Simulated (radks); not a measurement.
Values are calculated unless marked as measured or tabulated.
Valence configurations of Eu2+ (all share [Xe]). Level of theory: Dirac Kohn-Sham, PBE, spin-unpolarised, spherical densities, finite nucleus; open shells fill j = l - 1/2 first; Fermi nuclear charge, rms radius 5.1115 fm (a radial shooting solver on a logarithmic mesh with Libxc functionals). Energies are relative to 4f7; eigenvalues in eV.

valence,E (eV),e(4f5/2),e(4f7/2),e(5d3/2),e(6p1/2),e(6s1/2)
4f7,0.000,-16.300,-15.683,-,-,-
4f6.5 5d0.5,1.434,-19.049,-18.406,-14.535,-,-
4f6 5d1,3.913,-22.056,-,-15.300,-,-
4f6 6s1,4.750,-24.766,-,-,-,-15.968
4f6 6p1,8.754,-25.761,-,-,-12.521,-
4f5 6s1 6p1,21.913,-35.693,-,-,-13.923,-18.390
4f5 6p2,26.391,-36.634,-,-,-14.371,-
4f4 5d1 6s2,34.363,-42.495,-,-22.527,-,-18.489
4f4 5d1.5 6s1 6p0.5,34.717,-41.344,-,-21.852,-13.598,-18.132
4f4 5d1 6s1 6p1,39.020,-43.436,-,-23.276,-14.314,-18.989

NIST lists [Xe] 4f7 as the ground configuration; this level of theory agrees among the configurations tried. The energies are those of spherical spin-averaged densities, not of single terms.
